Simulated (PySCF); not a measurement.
Species: C₇H₇S (doublet state).
Geometry (GFN2-xTB, Å), atoms numbered from 1 in this order:
```
atom  x, y, z in Å
C1    -2.4909    0.4654    0.2515
C2    -1.1679    0.1180    0.0782
C3    -0.7951   -1.1406   -0.4733
C4     0.5252   -1.4672   -0.6481
C5     1.5367   -0.5816   -0.2892
C6     1.1976    0.6567    0.2579
S7     2.4496    1.8168    0.7362
C8    -0.1201    1.0070    0.4411
H9    -3.2826   -0.2065   -0.0260
H10   -2.7676    1.4178    0.6653
H11   -1.5742   -1.8334   -0.7530
H12    0.7945   -2.4241   -1.0712
H13    2.5725   -0.8513   -0.4329
H14    3.4875    1.0627    0.3778
H15   -0.3695    1.9683    0.8639
```

The hyperfine couplings belong to this conformer and change with its torsions.

The species is `[CH2]c1cccc(S)c1` [radical].

Theory: UKS B3LYP, pcH-1 on C H S, non-relativistic, mean-field spin-orbit, GIAO in PySCF. Isolated species at its GFN2-xTB geometry (one conformer only). A GFN2-xTB geometry isn't a minimum of the functional, and hyperfine couplings can be far from their values at a DFT geometry. Stability of the SCF solution: not tested. ⟨S²⟩ is 0.782 where a pure state has 0.75.

The Mulliken spin populations are largest on C1 (+0.76), C5 (+0.30), C8 (+0.26) and C3 (+0.26). Four atoms exceed +0.15. The positive populations add up to 1.57 and the negative ones to -0.57, together 2S = 1. The angles at C1 add up to 360.0°, so it is planar; its axial dipolar tensor and the negative couplings of its protons fit spin in a p orbital normal to that plane.

(1) Test a(H) = Q·ρ(C) for the protons on planar carbons with a spin population beyond ±0.08.

(2) Leave H10 and its like out of the fit. How well does the relation then predict its coupling?

Results:

(1) 
| H | C | ρ(C) | a(H) (G) | a/ρ (G) |
| --- | --- | --- | --- | --- |
| H9 | C1 | +0.755 | -16.25 | -21.5 |
| H10 | C1 | +0.755 | -16.24 | -21.5 |
| H11 | C3 | +0.256 | -5.83 | -22.8 |
| H12 | C4 | -0.135 | +2.43 | -17.9 |
| H13 | C5 | +0.300 | -6.82 | -22.8 |
| H15 | C8 | +0.256 | -5.86 | -22.9 |

A least-squares line through the origin gives Q = -21.7 G with Mulliken populations. In McConnell's picture π spin on carbon polarises the C–H bond and leaves opposite spin at the proton, which makes Q negative, as found here. Where ρ is negative the coupling is positive.

(2) The other protons give Q = -22.4 G, so a = -22.4 × 0.755 ≈ -16.94 G, against the computed -16.24 G.

Couplings in gauss use g_iso = 2.0025.
